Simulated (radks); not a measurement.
All-electron atom: Ba50+ in [He] 2s2 2p2 (the NIST ground configuration). Method: Dirac Kohn-Sham, LDA (Slater exchange, Perdew-Wang correlation), spin-unpolarised, spherical densities, finite nucleus; open shells fill j = l - 1/2 first; Fermi nuclear charge, rms radius 4.8378 fm; computed with a radial shooting solver on a logarithmic mesh with Libxc functionals.

Unscreened Slater integrals over Kohn-Sham orbitals (cm^-1). Large and small components are both included. Empty in this configuration: 2p3/2.

\begin{tabular}{lr}
integral & value \\ \hline
F0(2p1/2,2p1/2) & 2290200 \\
F0(2p1/2,2s1/2) & 2043900 \\
G1(2p1/2,2s1/2) & 1090600 \\
F0(2p1/2,1s1/2) & 3126200 \\
G1(2p1/2,1s1/2) & 581990 \\
F0(2p1/2,2p3/2) & 2217500 \\
G2(2p1/2,2p3/2) & 1019000 \\
F0(2s1/2,2s1/2) & 1895100 \\
F0(2s1/2,1s1/2) & 2693000 \\
G0(2s1/2,1s1/2) & 299440 \\
F0(2s1/2,2p3/2) & 1994300 \\
G1(2s1/2,2p3/2) & 1114100 \\
F0(1s1/2,1s1/2) & 8121100 \\
F0(1s1/2,2p3/2) & 2907500 \\
G1(1s1/2,2p3/2) & 543890 \\
F0(2p3/2,2p3/2) & 2153000 \\
F2(2p3/2,2p3/2) & 1032600 \\
\end{tabular}
